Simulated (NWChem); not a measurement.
System: hexane (C₆H₁₄); SMILES C(CCCC)C

Input file for NWChem:

```
start job
memory heap 200 mb stack 900 mb global 1100 mb
geometry units angstroms
  C      2.845460     0.891318    -0.356322
  C      1.836254     0.046617     0.411800
  C      0.455470     0.077946    -0.239460
  C     -0.558955    -0.758955     0.536787
  C     -1.925869    -0.842292    -0.143475
  C     -2.664813     0.490623    -0.173100
  H      2.948378     0.528154    -1.376753
  H      2.523337     1.929840    -0.394668
  H      3.821676     0.852567     0.121649
  H      2.190006    -0.986072     0.459903
  H      1.759204     0.416714     1.436915
  H      0.115384     1.113406    -0.294937
  H      0.530864    -0.303653    -1.260766
  H     -0.680966    -0.340642     1.538905
  H     -0.163023    -1.771696     0.649592
  H     -1.797834    -1.208678    -1.164751
  H     -2.537468    -1.571360     0.393863
  H     -2.766076     0.891484     0.833305
  H     -3.660421     0.360943    -0.591795
  H     -2.134665     1.217944    -0.782195
end
basis spherical
  * library def2-svp
end
dft
  xc pbe0
  iterations 150
end
driver
  maxiter 120
end
task dft optimize
```

Not confirmed as a minimum by frequencies.

The level has its own optimisation. Brackets give each atom's bonded neighbours.

Problem. Predict the main results of this run. (PBE0/def2-SVP.) Quantities: r C–C [C(CCHH)–C(CHHH)] (Å); r C–H [C(CHHH)–H(C)] (Å); r C–H [C(CCHH)–H(C)] (Å); dipole (D).

Solution. 
```json
{
  "r C–C [C(CCHH)–C(CHHH)] (Å)": "1.522",
  "r C–H [C(CHHH)–H(C)] (Å)": "1.102",
  "r C–H [C(CCHH)–H(C)] (Å)": "1.105",
  "dipole (D)": "0.05"
}
```
